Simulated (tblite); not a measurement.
Species: C5H10NP.
Z-matrix (Å and degrees, GFN2-xTB geometry), rows numbered from 1:
```
C 
C   1  1.4928
C   2  1.3290  1  125.78
P   3  1.8269  2  114.92  1  -178.34
N   4  1.7111  3  102.48  2  -110.31
C   4  1.8748  3   88.40  2   -12.50
C   2  1.5038  1  118.68  3  -178.54
H   1  1.0902  2  110.28  3  -122.49
H   1  1.0901  2  110.04  3   118.94
H   1  1.0873  2  111.11  3    -1.62
H   3  1.0800  2  124.01  1    -2.13
H   5  1.0115  4  113.26  3  -108.90
H   5  1.0149  4  114.71  3    18.37
H   6  1.0928  4  106.77  3   -99.36
H   6  1.0903  4  110.95  3   143.38
H   7  1.0939  2  108.64  1    74.92
H   7  1.0935  2  111.14  1   -42.94
```

Computed values, GFN2-xTB/tblite, gas phase, harmonic and unscaled. The method is semi-empirical: single wavenumbers can be off by several per cent or more. One conformer, not necessarily the lowest.

Harmonic wavenumbers (cm⁻¹): 77.2, 122.4, 134.5, 198.7, 271.1, 322.1, 332.5, 432.6, 464.3, 528.8, 628.8, 705.3, 759.1, 783.6, 800.7, 828.3, 888.1, 917.1, 954.5, 1007.7, 1018.1, 1050.9, 1111.9, 1120.9, 1176.7, 1223.3, 1245.2, 1318.0, 1398.8, 1451.4, 1474.4, 1476.1, 1478.7, 1479.9, 1679.5, 2932.9, 2956.4, 2959.2, 2987.1, 2994.0, 3008.5, 3041.7, 3066.2, 3362.7, 3430.2.

A = 4260, B = 1573, C = 1322 MHz; mass 115.055 u (most abundant isotopes); point group C1, symmetry number 1.

Problem. What is the zero-point energy?

Solution. ½Σν̃ = 30800 cm⁻¹ = 368.45 kJ/mol.

Problem. What is S at 298.15 K and 1 bar for an ideal gas of classical rigid rotors and harmonic oscillators?

Solution. Translation 168.04, rotation 117.09, vibration 87.57: S = 372.7 J/(mol K).

Problem. And Cp and H(298.15 K) − H(0)?

Solution. Cp = 139.02 J/(mol K), of which vibrations give 105.76 (their classical limit is 45 R = 374.2); H(298.15 K) − H(0) = 24.73 kJ/mol without the zero-point energy, 14.82 from vibrations.

Problem. What must be added to the electronic energy to get the Gibbs energy at 298.15 K and 1 bar?

Solution. ZPE + [H(298.15 K) − H(0)] − T·S = 368.45 + 24.73 − 111.12 = 282.06 kJ/mol.

Problem. How do the functions run with temperature in this model?

Solution. 
```tsv
T (K)	S (J/(mol K))	Cp (J/(mol K))	H − H(0) (kJ/mol)	G − H(0) (kJ/mol)	ln q(vib)
50	231.2	46.0	1.86	-9.70	0.17
100	269.2	65.3	4.66	-22.26	0.85
373.15	407.0	167.4	36.24	-115.64	6.08
500	461.9	208.4	60.17	-170.79	8.72
750	558.0	265.0	119.89	-298.61	13.90
1000	639.7	302.1	191.07	-448.59	18.82
```

q(vib) and H(0) count from the zero-point level.

Problem. Which modes carry the vibrational entropy at 298.15 K?

Solution. 77.2 cm⁻¹: 16.57; 122.4 cm⁻¹: 12.81; 134.5 cm⁻¹: 12.05; 198.7 cm⁻¹: 8.98; 271.1 cm⁻¹: 6.65; 322.1 cm⁻¹: 5.44 J/(mol K); the other 39 give 25.07 together.

Hindered rotation and anharmonicity are outside this model. Other conformers, if any are populated, would add a mixing term that is left out. The structure is chiral; the term R ln 2 for an equal mix with its mirror image is left out.
